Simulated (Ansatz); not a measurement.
Reaction: BNH2 (iminoborane, SMILES N=B) → BNH2 (parent SMILES B=N, triplet)
Each species at its own B3LYP-D3(BJ)/def2-TZVP minimum (Ansatz, an electronic-structure program).

Total energies in hartree (Ansatz). UHF or UKS for unpaired electrons; spin-orbit terms are left out. Correlated methods leave the cores frozen. No relativity. The spin of H2BN (parent SMILES B=N, triplet) was assumed, and the state is the lowest solution found for it.

```tsv
species	HF/cc-pVTZ	CCSD(T)/cc-pVTZ	HF/cc-pVQZ	CCSD(T)/cc-pVQZ	CCSDT(Q)/cc-pVTZ
1: BNH2 (iminoborane, SMILES B=N)	-80.32613	-80.65587	-80.33254	-80.68038	-80.65703
2: BNH2 (parent SMILES B=N, triplet)	-80.21830	-80.50215	-80.22425	-80.52429	-80.50402
```

Task: Work out the adiabatic triplet-singlet gap (electronic) in kcal/mol: take Hartree-Fock from cc-pVQZ, extrapolate the CCSD(T) correlation energy as X^-3 (X = 3, 4), and add CCSDT(Q) - CCSD(T) in cc-pVTZ. 1 hartree = 627.51 kcal/mol.

Result: 
Species 1: correlation (64·(-0.34784) - 27·(-0.32974))/37 = -0.36105; step -0.00116; E1 = -80.33254 + (-0.36105) + (-0.00116) = -80.69475
Species 2: correlation (64·(-0.30004) - 27·(-0.28385))/37 = -0.31185; step -0.00187; E2 = -80.22425 + (-0.31185) + (-0.00187) = -80.53797
-1·E1 +1·E2 = 0.15678 hartree = 98.4 kcal/mol.
